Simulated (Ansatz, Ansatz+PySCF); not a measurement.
| atom | x (Å) | y (Å) | z (Å) |
| --- | --- | --- | --- |
| Fe | 0.0000 | 0.0000 | 0.0000 |
| F | 0.0000 | 0.0000 | 1.8512 |

Basis set: def2-SVP (spherical functions). Left uncorrelated: 6 orbitals. Charge 0, multiplicity 6.

Computed with Ansatz (development build ahead of 0.2.0); each method stands on the lowest determinant of its kind that the runs found. Restricted functionals stand beside restricted open-shell atoms, which can lie above the unrestricted atoms usual in DFT and then raise those values.

**Question.** Give the atomization energy at this shape (free ground-state atoms in the same class of orbitals less the molecule, no zero-point energy) of sextet FeF by ωB97X (unrestricted), ωB97X (restricted open-shell), r²SCAN (unrestricted), r²SCAN (restricted open-shell), PBE0 (unrestricted), PBE0 (restricted open-shell), PBE (unrestricted), PBE (restricted open-shell), UHF-MP2, UHF, ROHF.

**Answer.**

```json
{"method": "ωB97X (unrestricted)", "atomization energy": "4.20 eV"}
{"method": "ωB97X (restricted open-shell)", "atomization energy": "4.24 eV"}
{"method": "r²SCAN (unrestricted)", "atomization energy": "4.99 eV"}
{"method": "r²SCAN (restricted open-shell)", "atomization energy": "5.10 eV"}
{"method": "PBE0 (unrestricted)", "atomization energy": "4.58 eV"}
{"method": "PBE0 (restricted open-shell)", "atomization energy": "4.63 eV"}
{"method": "PBE (unrestricted)", "atomization energy": "5.00 eV"}
{"method": "PBE (restricted open-shell)", "atomization energy": "5.06 eV"}
{"method": "UHF-MP2", "atomization energy": "4.53 eV"}
{"method": "UHF", "atomization energy": "3.29 eV"}
{"method": "ROHF", "atomization energy": "3.41 eV"}
```

Caution: other spin multiplicities were not run.
